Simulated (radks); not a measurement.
Spherical quantum dot in the effective-mass picture: electrons in a parabolic well V = omega^2 r^2 / 2 with omega = 0.676, with a point charge +1 (a donor) at the centre, all in effective atomic units (hartree* = m*/eps^2 hartree, bohr* = eps/m* bohr), one dielectric constant everywhere. Calculated with a radial shooting solver with Libxc functionals: non-relativistic Kohn-Sham, LDA (Slater exchange, Perdew-Wang correlation), spin-polarised, spherical densities. Levels are named by radial order and angular momentum (1s, 1p, 1d, 2s, ...), and open shells are averaged over m.

N = 3, configuration 1s2 1p(up 1, down 0). This is the lowest configuration that the search found. Occupied and some empty levels:

level    occupation  eigenvalue (hartree*)  <r> (bohr*)
1s up             1                 1.4709        1.203
1s down           1                 1.5159        1.188
1p up             1                 2.2901        1.853
1p down           0                 2.3505        1.857
2s up             0                 2.7483        1.999
2s down           0                 2.7898        2.017
1d up             0                 2.9473        2.240
1d down           0                 3.0039        2.255
1f up             0                 3.5972        2.553
1f down           0                 3.6452        2.571

Energy (hartree*): total 2.73262, kinetic 2.2132, external -1.2608, Hartree 2.8852, exchange-correlation -1.1050.

Electron density:

r (bohr*)  n(r) (e/bohr*^3)
0.220                0.5287
0.456                0.3382
0.691                0.2216
0.927                0.1483
1.16                 0.1002
1.40                0.06739
1.63                0.04441
1.87                0.02811
2.11                0.01690
2.34               0.009543
2.58               0.005044
2.81               0.002471
3.05               0.001122
